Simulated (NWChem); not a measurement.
System: AlSiNH$_{6}$O$_{5}$; SMILES [Si](O)(O)(O)[NH][Al]([OH])[OH]

Excerpt of the output:

```
             Northwest Computational Chemistry Package (NWChem) 7.3.0
             --------------------------------------------------------

                             Geometry "geometry" -> ""
                             -------------------------

 Output coordinates in angstroms (scale by  1.889725989 to convert to a.u.)

  No.       Tag          Charge          X              Y              Z
 ---- ---------------- ---------- -------------- -------------- --------------
    1 Si                  14.0000     0.01253400     1.26723900     0.05432000
    2 O                    8.0000     1.55046700     0.76679100    -0.43263300
    3 O                    8.0000    -0.58755100     2.20755200    -1.19060700
    4 O                    8.0000     0.01907200     2.31648900     1.36188100
    5 N                    7.0000    -0.79430400    -0.21253100     0.39090200
    6 Al                  13.0000    -0.19897100    -1.86323500    -0.04468800
    7 O                    8.0000    -1.29036500    -3.15770500     0.22519200
    8 O                    8.0000     1.38686100    -2.07795000    -0.66076400
    9 H                    1.0000     1.96081600     1.40514300    -1.04285800
   10 H                    1.0000    -0.96302200     3.05017900    -0.88183800
   11 H                    1.0000     0.16658600     1.87425000     2.21559800
   12 H                    1.0000    -1.73758600    -0.12906700     0.78372200
   13 H                    1.0000    -1.04003000    -4.07104900     0.01786600
   14 H                    1.0000     1.83408200    -1.20638700    -0.71928200

 Effective nuclear repulsion energy (a.u.)     565.0223827914

                              NWChem Property Module
                              ----------------------

  itol2e modified to match energy
  convergence criterion.

                                 NWChem DFT Module
                                 -----------------

 Summary of "ao basis" -> "ao basis" (spherical)
 ------------------------------------------------------------------------------
       Tag                 Description            Shells   Functions and Types
 ---------------- ------------------------------  ------  ---------------------
 Si                          6-31g*                  8       18   4s3p1d
 O                           6-31g*                  6       14   3s2p1d
 N                           6-31g*                  6       14   3s2p1d
 Al                          6-31g*                  8       18   4s3p1d
 H                           6-31g*                  2        2   2s

  itol2e modified to match energy
  convergence criterion.

            General Information
            -------------------
          SCF calculation type: DFT
          Wavefunction type:  closed shell.
          No. of atoms     :    14
          No. of electrons :    80
           Alpha electrons :    40
            Beta electrons :    40
          Charge           :     0
          Spin multiplicity:     1
          Use of symmetry is: off; symmetry adaption is: off
          Maximum number of iterations: 150
          AO basis - number of functions:   132
                     number of shells:    64
          Convergence on energy requested:  1.00D-07
          Convergence on density requested:  1.00D-05
          Convergence on gradient requested:  5.00D-04

              XC Information
              --------------
                     Hartree-Fock (Exact) Exchange  1.000
                   CAM-Becke88 Exchange Functional  1.000
                      VWN V Correlation Functional  0.190 local
              Lee-Yang-Parr Correlation Functional  0.810

           Range-Separation Parameters
           ---------------------------
           Alpha           :  0.19
           Beta            :  0.46
           Gamma           :  0.33
           Short-Range HF  :     F

             Grid Information
             ----------------
          Grid used for XC integration:  fine
          Radial quadrature: Mura-Knowles
          Angular quadrature: Lebedev.
          Tag              B.-S. Rad. Rad. Pts. Rad. Cut. Ang. Pts.
          ---              ---------- --------- --------- ---------
          Si                  1.10      123          12.0       770
          O                   0.60       70          13.0       590
          N                   0.65       70          10.0       590
          Al                  1.25      123          12.0       770
          H                   0.35       60          14.0       590
          Grid pruning is: on
          Number of quadrature shells:  1026
          Spatial weights used:  Erf1

      Superposition of Atomic Density Guess
      -------------------------------------

 Sum of atomic energies:        -961.73085286

      Non-variational initial energy
      ------------------------------

 Total energy =    -964.138262
 1-e energy   =   -2454.526201
 2-e energy   =     925.365556
 HOMO         =      -0.385736
 LUMO         =      -0.055025

   convergence    iter        energy       DeltaE   RMS-Dens  Diis-err
 ---------------- ----- ----------------- --------- --------- ---------
 d= 0,ls=0.0,diis     1   -966.3307704050 -1.53D+03  1.11D-02  2.00D+00
 d= 0,ls=0.0,diis     2   -966.3420249964 -1.13D-02  5.14D-03  2.15D+00
 d= 0,ls=0.0,diis     3   -966.5342919448 -1.92D-01  8.56D-04  3.21D-02
 d= 0,ls=0.0,diis     4   -966.5368562782 -2.56D-03  3.28D-04  6.55D-03
 d= 0,ls=0.0,diis     5   -966.5374922332 -6.36D-04  7.55D-05  2.87D-04
  Resetting Diis
 d= 0,ls=0.0,diis     6   -966.5375249045 -3.27D-05  2.24D-05  7.36D-06
 d= 0,ls=0.0,diis     7   -966.5375258222 -9.18D-07  1.60D-05  4.17D-06
 d= 0,ls=0.0,diis     8   -966.5375256181  2.04D-07  8.61D-06  7.11D-06
 d= 0,ls=0.0,diis     9   -966.5375262694 -6.51D-07  1.40D-06  1.40D-08
 d= 0,ls=0.0,diis    10   -966.5375262730 -3.68D-09  5.92D-07  9.36D-09

         Total DFT energy =     -966.537526273038
      One electron energy =    -2462.963728078414
           Coulomb energy =     1023.327231510449
    Exchange-Corr. energy =      -91.923412496447
 Nuclear repulsion energy =      565.022382791375

 Numeric. integr. density =       79.999997974749

                       DFT Final Molecular Orbital Analysis
                       ------------------------------------

[...]

          -----------------------
          Electric field gradient
          -----------------------

 1 a.u. = 0.324123 10**(16) esu/cm**3  ( or statvolts/cm**2 ) = 0.97174 10**(22) v/m**2

 ------------------------------------------------------------
   Atom      X         Y         Z
 ------------------------------------------------------------
    1 Si   0.02369   2.39473   0.10265
 ------------------------------------------------------------

 Electric field gradient in molecular frame (a.u.)
         XX             YY             ZZ             XY             XZ             YZ
 ------------------------------------------------------------------------------------------
       -0.102504       0.148409      -0.045905       0.129958      -0.046530      -0.090397

 Principal components (a.u.) and orientation
 of principal axis w.r.t. absolute frame                      Asymmetry parameter eta
 --------------------------------------------------------------------------------------
        0.239610      -0.158351      -0.081259                       0.321737

        0.374068       0.926272       0.045746
        0.864865      -0.366226       0.343347
       -0.334787       0.088871       0.938094

 ------------------------------------------------------------
   Atom      X         Y         Z
 ------------------------------------------------------------
    2 O    2.92996   1.44902  -0.81756
 ------------------------------------------------------------

 Electric field gradient in molecular frame (a.u.)
         XX             YY             ZZ             XY             XZ             YZ
 ------------------------------------------------------------------------------------------
       -0.195980       0.006615       0.189365      -0.277896       0.930022       0.760017

 Principal components (a.u.) and orientation
 of principal axis w.r.t. absolute frame                      Asymmetry parameter eta
 --------------------------------------------------------------------------------------
       -1.334867       1.137057       0.197811                       0.703625

        0.622282       0.461123      -0.632558
        0.479472       0.414224       0.773644
       -0.618766       0.784719      -0.036668

 ------------------------------------------------------------
   Atom      X         Y         Z
 ------------------------------------------------------------
    3 O   -1.11031   4.17167  -2.24992
 ------------------------------------------------------------

 Electric field gradient in molecular frame (a.u.)
         XX             YY             ZZ             XY             XZ             YZ
 ------------------------------------------------------------------------------------------
        0.626062      -0.898203       0.272140       0.963073      -0.016742      -0.081156

 Principal components (a.u.) and orientation
 of principal axis w.r.t. absolute frame                      Asymmetry parameter eta
 --------------------------------------------------------------------------------------
       -1.366861       1.095176       0.271685                       0.602469

       -0.434482       0.897747       0.072635
        0.899787       0.436229      -0.009390
        0.040115      -0.061277       0.997314

 ------------------------------------------------------------
   Atom      X         Y         Z
 ------------------------------------------------------------
    4 O    0.03604   4.37753   2.57358
 ------------------------------------------------------------

 Electric field gradient in molecular frame (a.u.)
         XX             YY             ZZ             XY             XZ             YZ
 ------------------------------------------------------------------------------------------
        1.032500       0.225347      -1.257847       0.179609      -0.292884       0.316234

 Principal components (a.u.) and orientation
 of principal axis w.r.t. absolute frame                      Asymmetry parameter eta
 --------------------------------------------------------------------------------------
       -1.366080       1.092822       0.273259                       0.599938

        0.133871       0.980941      -0.140831
       -0.207659       0.166723       0.963889
        0.968997      -0.099792       0.226021

 ------------------------------------------------------------
   Atom      X         Y         Z
 ------------------------------------------------------------
    5 N   -1.50102  -0.40163   0.73870
 ------------------------------------------------------------

 Electric field gradient in molecular frame (a.u.)
         XX             YY             ZZ             XY             XZ             YZ
 ------------------------------------------------------------------------------------------
       -0.330551      -0.062246       0.392797      -0.040281       0.385356      -0.006771

 Principal components (a.u.) and orientation
 of principal axis w.r.t. absolute frame                      Asymmetry parameter eta
 --------------------------------------------------------------------------------------
        0.560412      -0.500059      -0.060353                       0.784611

        0.398082       0.915544      -0.057527
       -0.035721       0.078133       0.996303
        0.916654      -0.394556       0.063807

 ------------------------------------------------------------
   Atom      X         Y         Z
 ------------------------------------------------------------
    6 Al  -0.37600  -3.52100  -0.08445
 ------------------------------------------------------------

 Electric field gradient in molecular frame (a.u.)
         XX             YY             ZZ             XY             XZ             YZ
 ------------------------------------------------------------------------------------------
        0.270206       0.309420      -0.579626       0.062392      -0.361378       0.095693

 Principal components (a.u.) and orientation
 of principal axis w.r.t. absolute frame                      Asymmetry parameter eta
 --------------------------------------------------------------------------------------
       -0.724514       0.410348       0.314166                       0.132754

        0.345425       0.911857      -0.221809
       -0.107132       0.273129       0.955993
        0.932311      -0.306461       0.192034

 ------------------------------------------------------------
   Atom      X         Y         Z
 ------------------------------------------------------------
    7 O   -2.43844  -5.96720   0.42555
 ------------------------------------------------------------

 Electric field gradient in molecular frame (a.u.)
         XX             YY             ZZ             XY             XZ             YZ
 ------------------------------------------------------------------------------------------
        0.515169      -1.279538       0.764370       0.193151       0.165294      -0.334953

 Principal components (a.u.) and orientation
 of principal axis w.r.t. absolute frame                      Asymmetry parameter eta
 --------------------------------------------------------------------------------------
       -1.358228       0.870617       0.487611                       0.281989

       -0.115449       0.369031       0.922219
        0.979749      -0.110606       0.166910
        0.163598       0.922812      -0.348789

 ------------------------------------------------------------
   Atom      X         Y         Z
 ------------------------------------------------------------
    8 O    2.62079  -3.92676  -1.24866
 ------------------------------------------------------------

 Electric field gradient in molecular frame (a.u.)
         XX             YY             ZZ             XY             XZ             YZ
 ------------------------------------------------------------------------------------------
       -0.172140      -0.540083       0.712223      -0.759256       0.260318       0.116068

 Principal components (a.u.) and orientation
 of principal axis w.r.t. absolute frame                      Asymmetry parameter eta
 --------------------------------------------------------------------------------------
       -1.171299       0.793116       0.378183                       0.354251

        0.621427       0.340269       0.705724
        0.772022      -0.112506      -0.625560
       -0.133460       0.933574      -0.332609

 ------------------------------------------------------------
   Atom      X         Y         Z
 ------------------------------------------------------------
    9 H    3.70540   2.65534  -1.97072
 ------------------------------------------------------------

 Electric field gradient in molecular frame (a.u.)
         XX             YY             ZZ             XY             XZ             YZ
 ------------------------------------------------------------------------------------------
        0.090494      -0.062577      -0.027916      -0.170465       0.184314       0.270081

 Principal components (a.u.) and orientation
 of principal axis w.r.t. absolute frame                      Asymmetry parameter eta
 --------------------------------------------------------------------------------------
       -0.435271       0.235536       0.199735                       0.082250

        0.430309       0.482656       0.762808
        0.650416       0.420186      -0.632774
       -0.625934       0.768431      -0.133117

[...]
```

Level: CAM-B3LYP/6-31G* (spherical d). Structure relaxed at the PBE-D3(BJ)/def2-SVP level. Not confirmed as a minimum by frequencies. NWChem prints the field gradient with the sign opposite to the second derivative of the potential.

Q: Which NWChem input produces such a log?

A: This is not unique; one that fits is the input that was run:
```
start job
memory heap 200 mb stack 900 mb global 1100 mb
geometry units angstroms noautosym nocenter noautoz
  Si     0.012534     1.267239     0.054320
  O      1.550467     0.766791    -0.432633
  O     -0.587551     2.207552    -1.190607
  O      0.019072     2.316489     1.361881
  N     -0.794304    -0.212531     0.390902
  Al    -0.198971    -1.863235    -0.044688
  O     -1.290365    -3.157705     0.225192
  O      1.386861    -2.077950    -0.660764
  H      1.960816     1.405143    -1.042858
  H     -0.963022     3.050179    -0.881838
  H      0.166586     1.874250     2.215598
  H     -1.737586    -0.129067     0.783722
  H     -1.040030    -4.071049     0.017866
  H      1.834082    -1.206387    -0.719282
end
basis spherical
  Si library 6-31g*
  O library 6-31g*
  N library 6-31g*
  Al library 6-31g*
  H library 6-31g*
end
dft
  xc xcamb88 1.00 lyp 0.81 vwn_5 0.19 hfexch 1.00
  cam 0.33 cam_alpha 0.19 cam_beta 0.46
  iterations 150
end
property
  efieldgrad
end
task dft property
```
